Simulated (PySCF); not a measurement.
Compound: C₄H₃F₅O.
SMILES with atom numbers: `[F:1][CH2:2][C:3]([F:4])([F:5])[C@@:6]1([F:7])[O:8][C@@H:9]1[F:10]`

Probes without a nucleus sit at each ring's centroid and 1 Å off its mean plane on both sides; NICS is minus the shielding there, NICSzz its component along the normal. Level: GIAO PBE0/pcSseg-1 (PySCF, non-relativistic, gas phase) on the GFN2-xTB geometry, one conformer.

Ring bond lengths (Å), with Mayer bond orders in brackets: C6–O8 1.376 (0.95), O8–C9 1.383 (0.98), C9–C6 1.468 (0.92).

Task: What do the NICS probes read (ppm)?

Result: 
```json
{"ring": "C6–O8–C9", "type": "3-membered ring with O; formal bonds all single", "NICS(0)": "-39.6", "NICS(1), two faces": "-4.3 / -8.2", "NICS(1)zz, two faces": "-9.9 / -24.0", "rms pucker (Å)": "0.00", "centre to ring atoms, mean (Å)": "0.81"}
```

Task: What can be read from them?

Result: 
- C6–O8–C9: mean NICS(1)zz -16.9 ppm, shielded. C6, C9 have four or more neighbours, so the value isn't read as a sign of a π ring current. A hydrogen on C9, outside the ring, lies only 1.48 Å from a NICS(1) probe, which then mostly feels that atom. The two faces differ by 14.1 ppm, so no symmetry operation interchanges them. NICS(0) lies 33 ppm below the mean NICS(1).

Task: Give the inner angles of the rings and the Hirshfeld charges of the ring atoms.

Result: 
- C6–O8–C9: C6 58.1° (+0.111 e), O8 64.3° (-0.136 e), C9 57.6° (+0.104 e); sum 180.0° against 180° for a flat convex ring.

Shape of the structure used: `[F:1][CH2:2][C:3]([F:4])([F:5])[C@@:6]1([F:7])[O:8][C@@H:9]1[F:10]`: F1–C2–C3–F4 -74°, C2–C3–C6–F7 53°.
